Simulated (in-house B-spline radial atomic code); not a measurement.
A calculation on the fluorine ion F⁶⁺: its settings, and results tabulated from the run. Level of theory: scalar-relativistic (X2C) wB97X, spin-polarised, spherical fractional occupations, Fermi nucleus of rms radius 2.8976 fm; calculated with a radial B-spline atomic code at the basis-set limit.

Command:
```bash
python run_scf.py task.json out
```
Settings (nuclear radius in fm, mass in u):
```
Z                9
configuration    [He] 2s1
hamiltonian      x2c
method           wb97x
spin_polarised   True
nucleus          fermi
rms_radius       2.8976
atomic_mass      18.9984
speed_of_light   137.035999084
```

Output (hartree, bohr):
```
 radial grid: 64 intervals, B-splines of order 8, outer radius 5.9701 bohr

 iter        energy (Eh)    residual
    1         -81.662316    4.92e-01
    2         -82.503908    2.04e-02
    3         -82.505087    1.06e-02
    4         -82.505373    5.73e-03
    5         -82.505466    5.21e-04
    6         -82.505466    7.78e-05
    7         -82.505466    3.34e-06
    8         -82.505466    6.63e-08

 total energy                       -82.50547
 kinetic                              82.7024
 electron-nucleus                   -173.5666
 Hartree                              14.6430
 exact exchange                       -1.3896
 exchange-correlation                 -4.8947

 orbital      occ     eigenvalue          <r>       <r^2>       <1/r>     <1/r^3>       r_max
 1s up      1.000       -32.0174     0.174049   0.0407612     8.71871           -      0.1138
 1s down    1.000       -31.9791     0.173931   0.0406137     8.71196           -       0.114
 2s up      1.000        -6.5828     0.773673    0.697367     1.88842           -      0.6639

 Slater integrals (Eh)
   F0(1s up,1s up)               5.406607
   F0(1s up,1s down)             5.406043
   F0(1s up,2s up)               1.623868
   G0(1s up,2s up)               0.149801
   F0(1s down,1s down)           5.405483
   F0(1s down,2s up)             1.623840
   F0(2s up,2s up)               1.166458
```

Run time, properties included: 0.18 s on 1 thread of Arm Neoverse V1, on a shared host.
